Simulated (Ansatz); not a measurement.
Born–Oppenheimer molecular dynamics of BrH5Si (7 atoms, charge 0, multiplicity 1). It starts at the highest image of a converged band. Of that band: Neighbouring images differ by up to 1.7 eV, so the band resolves the path poorly. A vibrational analysis at the climbing image gives 2 clearly imaginary modes (1109i, 172i cm⁻¹): a point of higher order, so a lower path passes nearby.

The calculation used Ansatz, RKS B3LYP-D4/def2-mTZVP.

```json
{
  "ensemble": "NVE (velocity Verlet)",
  "time step": "0.5 fs",
  "steps asked": "200",
  "starting velocities drawn for": "300 K",
  "seed": "4754"
}
```

First frame:

```xyz
7
Properties=species:S:1:pos:R:3
Si -0.511 -0.257 -0.263
H 0.771 -0.658 0.783
H -0.068 -1.341 -1.161
H -1.447 -0.670 0.800
H -1.137 0.807 -1.063
H 1.106 0.192 0.707
Br 1.285 1.927 0.197
```

(1) How far do the bonds stretch over the last three quarters of this one trajectory? (Pairs bonded in most of those frames.)

Results:

(1) 
```tsv
bond	mean (Å)	spread (Å)	shortest	longest
Si1–H3	1.477	0.009	1.46	1.50
Si1–H4	1.477	0.014	1.45	1.50
Si1–H5	1.486	0.040	1.42	1.54
Si1–Br7	2.355	0.282	1.94	2.81
H2–H6	0.745	0.030	0.70	0.79
```

Mean temperature of the second half: 3075 K. The conserved energy stayed within 0.16 meV per atom of its start (net change 0.092 meV per atom), so the integration is sound. The system heated up, since it started high on the potential surface and ran downhill. A run of 0.1 ps of so small a system gives no equilibrium averages. The orbitals stay closed-shell, which can raise the energy where a bond breaks towards radicals; this wasn't checked here.

Time of the run: 6.4 min on 2 threads of Arm Neoverse N1 (shared host), peak memory 0.14 GiB.
